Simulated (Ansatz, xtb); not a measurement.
**Relative energy of two isomers of C4H10Ge**

We compare X, `C[C@@H]1C[C@@H]1[GeH3]`, a singlet, with Y, `C[C]1([GeH3])CC1`, a singlet. Both are isolated molecules in the gas phase, relaxed with PBE-D3(BJ)/def2-SVP.

Energies in hartree; the thermal terms are from GFN2-xTB frequencies at re-optimised GFN2-xTB minima (ideal gas, soft modes damped towards free rotors, one conformer each, 298.15 K, 1 atm) and include the zero-point energy:

```
                               X            Y
E, CCSD(T)/def2-SVP  −2233.129043  −2233.129405
    E, MP2/def2-SVP  −2233.046414  −2233.047191
  E, MP2/def2-TZVPP  −2233.626730  −2233.627653
  zero-point energy      0.120092      0.119608
       H(298 K) − E      0.128283      0.128022
       G(298 K) − E      0.088528      0.087898
```

Q: Correct the CCSD(T) difference for the basis set by the MP2 change, then work out ΔE, ΔE₀, ΔH and ΔG for X → Y in kJ/mol (1 Eh = 2625.50 kJ/mol) and the equilibrium ratio [Y]/[X].

A: 1. Differences Y − X: CCSD(T) −0.000362, MP2 in the small set −0.000777, MP2 in the large set −0.000923 Eh.
2. ΔE = −0.000362 + (−0.000923 − (−0.000777)) = −0.000508 Eh = −1.33 kJ/mol.
3. ΔE₀ = ΔE + ΔZPE = −0.000508 + (−0.000484) Eh = −2.60 kJ/mol.
4. ΔH = ΔE + (−0.000261) Eh = −2.02 kJ/mol.
5. ΔG = ΔE + (−0.000630) Eh = −2.99 kJ/mol, so ΔS = (ΔH − ΔG)/T = +3.2 J/(mol K).
6. kT = 0.9442 mEh, so K = [Y]/[X] = exp(−ΔG/kT) = exp(+1.21) ≈ 3.3.

The two are too close for this level to say which is favoured. An error of 4 kJ/mol in ΔG would change K by a factor of 5. Mirror images and further conformers aren't counted.

As drawn, both hold the same kinds of bond in the same numbers.

Other levels gave ΔE = +4.5 (GFN2-xTB); +5.5 (HF/STO-3G, GFN2-xTB geometries); +0.4 (r2SCAN-D4/def2-SVP, GFN2-xTB geometries); +1.2 (PBE-D3(BJ)/def2-SVP); +2.9 (HF/def2-SVP); −2.0 (MP2/def2-SVP); −0.9 (CCSD(T)/def2-SVP) kJ/mol. The correlated steps freeze 13 core orbitals; the filled d shell of Ge is correlated, in a basis made for valence electrons. Programs: Ansatz 0.2.0, xtb 6.7.1.
